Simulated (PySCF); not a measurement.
Solvent effects on NMR parameters

Structure with atom numbers: `[CH2:1]=[CH:2][C@@H:3]1[CH2:4][C@@:5]1([CH3:6])[C:7](=[O:8])[Cl:9]`; H(Xn) means a hydrogen on atom n. Ha(C4) is cis to C2 on the ring; Ha(C1) is cis to C3; Hb(C4) is trans to C2 on the ring; Hb(C1) is trans to C3.

GIAO PBE0/pcSseg-1 in PySCF 2.14.0 with density-fitted response routines on one PBE0-D3(BJ)/def2-SVP conformer, non-relativistic, equivalent nuclei averaged. Solvents enter as an IEF-PCM continuum (acetone with ε = 20.5, water with ε = 78.4) around the gas-phase geometry. Shifts are referred to TMS computed in the same medium.

Gas phase, δ in ppm: C7 186.4, C2 144.5, C1 127.9, C3 41.5, C5 35.3, C4 30.4, C6 18.8, Ha(C1) 5.69, Hb(C1) 5.59, H(C2) 5.51, H(C3) 1.97, Hb(C4) 1.76, H(C6) 1.39, Ha(C4) 0.80. Dipole moment 3.34 D.

Problem. How does each δ change in the continuum?

Solution. 
```
 atoms                               environment  Δδ, acetone  Δδ, water
    C7                           carbonyl carbon         +4.0       +4.3
    C2                                 alkene CH         +2.3       +2.5
    C1                      terminal =CH2 carbon         +1.2       +1.2
    C3                three-membered-ring carbon         +2.2       +2.4
    C5                three-membered-ring carbon         +3.3       +3.5
    C4                three-membered-ring carbon         +1.7       +1.8
    C6                             methyl carbon         +0.1       +0.1
Ha(C1)        hydrogen on a terminal =CH2 carbon        +0.11      +0.11
Hb(C1)        hydrogen on a terminal =CH2 carbon        +0.14      +0.14
 H(C2)                  hydrogen on an alkene CH        +0.30      +0.32
 H(C3)  hydrogen on a three-membered-ring carbon        +0.11      +0.12
Hb(C4)  hydrogen on a three-membered-ring carbon        +0.02      +0.02
 H(C6)               hydrogen on a methyl carbon        +0.08      +0.08
Ha(C4)  hydrogen on a three-membered-ring carbon        +0.46      +0.50
```

Changes are relative to the gas phase. The dipole moment becomes 4.21 D in acetone, 4.27 D in water.

Problem. Which of the listed nuclei move most (in ppm), and what does the model miss? (N and O are left out, as their reference compounds move with the solvent too.)

Solution. C7 (carbonyl carbon, +4.3 ppm) in water. A continuum only polarises the solute; specific hydrogen bonds, the anisotropy of aromatic solvents and changes of geometry or conformer are outside it.
